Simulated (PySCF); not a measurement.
# One molecule, several mistakes: CGeH7NSi

These are calculations, not measurements. They come from PySCF 2.14.0, an open-source quantum chemistry program, on an isolated molecule that a program drew, which may never have been made. The molecule is CGeH7NSi (charge 0, singlet), drawn as the SMILES string `NC[SiH2][GeH]`.

Each row is a Hartree-Fock (HF) and frozen-core CCSD(T) single point in the cc-pV(D+d)Z basis, meant for a local HF minimum. Run 1 is clean. Each other run has one planted mistake out of seven kinds, and not every kind appears here: one electron removed, one electron added, multiplicity raised by two, geometry at a saddle point, minimal basis STO-3G, one bond length entered in bohr, all coordinates scaled. The reference is restricted for singlets and unrestricted otherwise, and also for a bond in bohr. Adding or removing an electron swaps singlet and doublet. Electrons count all cores. HOMO and LUMO are orbital energies over both spins, the gradient is its largest component, and the lowest frequency (negative if imaginary) is given only where the gradient is small. Bond lengths are over the 10 bonds as drawn. T1 is the CCSD diagnostic: over 0.02 (restricted) or 0.045 (unrestricted) a single reference is doubtful. Germanium has the cc-pVDZ-PP basis, with a core potential (ECP10MDF) in place of its 10 inner electrons, and its 3s, 3p and 3d shells are frozen in CCSD(T).

Geometry of the clean run:
```xyz
11
CGeH7NSi, angstrom
N    -0.5578    1.4278    2.5777
C     0.2965    0.4462    1.9014
Si    1.7059    1.1691    0.8383
Ge    3.2128   -0.4455   -0.3016
H    -0.0041    2.0127    3.1815
H    -0.9774    2.0472    1.9043
H    -0.3410   -0.1923    1.2819
H     0.7239   -0.2205    2.6559
H     1.1099    2.1207   -0.1412
H     2.6003    1.9792    1.7199
H     3.1684   -1.4460    0.9277
```

| run | electrons | basis functions | <S^2> | HOMO (eV) | LUMO (eV) | gradient (hartree/bohr) | lowest frequency (cm^-1) | mean bond (Å) | longest bond (Å) | T1 | HF (hartree) | CCSD(T) (hartree) | mistake |
|---|---|---|---|---|---|---|---|---|---|---|---|---|---|
| 1 | 66 | 109 | 0.000 | -8.30 | -0.01 | 2.5e-05 | 78 | 1.4631 | 2.485 | 0.0129 | -678.66329 | -679.23654 | no fault |
| 2 | 66 | 109 | 1.163 | -8.71 | 0.10 | 1.5e-02 | - | 1.5527 | 2.485 | 0.0676 | -678.54755 | -679.10478 | one bond length entered in bohr |
| 3 | 66 | 109 | 0.000 | -8.22 | 0.08 | 3.9e-02 | - | 1.3885 | 2.359 | 0.0127 | -678.63544 | -679.20069 | all coordinates scaled |
| 4 | 65 | 109 | 0.787 | -13.91 | -6.53 | 5.0e-02 | - | 1.4631 | 2.485 | 0.0468 | -678.39099 | -678.94970 | one electron removed |
| 5 | 66 | 109 | 2.015 | -7.83 | -0.31 | 2.7e-02 | - | 1.4631 | 2.485 | 0.0175 | -678.64394 | -679.20217 | ? |

**Which mistake was planted in run 5, and what did it cost?**

Electrons, basis and geometry are unchanged, and <S^2> is 2.015, beside S(S+1) = 2.00 for a multiplicity of 3. So the mistake is: multiplicity raised by two. Subtracting run 1 and multiplying by 627.51 kcal/mol a hartree, the energy moved by 12.1 kcal/mol in HF and 21.6 kcal/mol in CCSD(T).

Cautions from the logs. Run 2: T1 is over the limit, so its CCSD(T) energy is less reliable; run 4: T1 is over the limit, so its CCSD(T) energy is less reliable.
